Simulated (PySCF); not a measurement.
## Ionisation energy of Pt²⁺ by level of theory

Pt²⁺ [Xe] 4f14 5d8 (3F) → Pt³⁺ [Xe] 4f14 5d7 (4F), as a difference of total energies. Calculation: PySCF 2.14, in aug-cc-pwCVDZ-PP with ECP60MDF (6s6p5d3f, 70 functions); scalar relativity through the core potential. Correlated levels: valence and next inner shell: nothing frozen outside the core potential. The calculations carry no spin-orbit coupling.

```tsv
method	ionisation energy (eV)
UHF	29.142
MP2 (valence and next inner shell)	30.494
SCS-MP2 (valence and next inner shell)	30.403
CCSD (valence and next inner shell)	30.329
CCSD(T) (valence and next inner shell)	30.393
```

Question: How much does correlation contribute at CCSD(T) (valence and next inner shell)?

Answer: 30.393 − (29.142) = 1.251 eV, measured against UHF.

The reference lies between the lowest fine-structure levels, while these numbers refer to the centres of the terms.

Errors of the correlated levels include the incompleteness of this basis.

For comparison: 29 ± 1.6 eV (theoretical estimate listed by NIST; NIST Atomic Spectra Database, ionization energies).
